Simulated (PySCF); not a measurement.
Electron correlation in Kr⁺ (krypton, charge +1)

[Ar] 3d10 4s2 4p5, 2P determinant. Computed with PySCF 2.14 in 6-31G* (5s4p3d, 32 functions), with the non-relativistic Hamiltonian (point nucleus). Frozen: [Ar] 3d10; 7 electrons correlated.

MP2 pair energies summed by pair of shells (mhartree):

```json
{"pair": "4p-4p", "energy": "-64.01", "share (%)": "69.5"}
{"pair": "4s-4p", "energy": "-23.05", "share (%)": "25.0"}
{"pair": "4s-4s", "energy": "-5.04", "share (%)": "5.5"}
```

Total MP2 correlation energy: -92.10 mhartree.

Same-spin part -23.55 and opposite-spin part -68.54 mhartree; SCS-MP2 scales them by 1/3 and 6/5 to -90.10 mhartree.

```tsv
level	correlation energy (mhartree)
CCSD	-106.24
(T)	-1.08
CCSD(T)	-107.32
```

Diagnostics: T1 = 0.0047, D1 = 0.0167, largest double amplitude 0.050.

Cost of the coupled-cluster step: 0.15 s of wall time on 1 thread of Intel(R) Xeon(R) Platinum 8375C CPU @ 2.90GHz (shared host), for 7 correlated electrons.
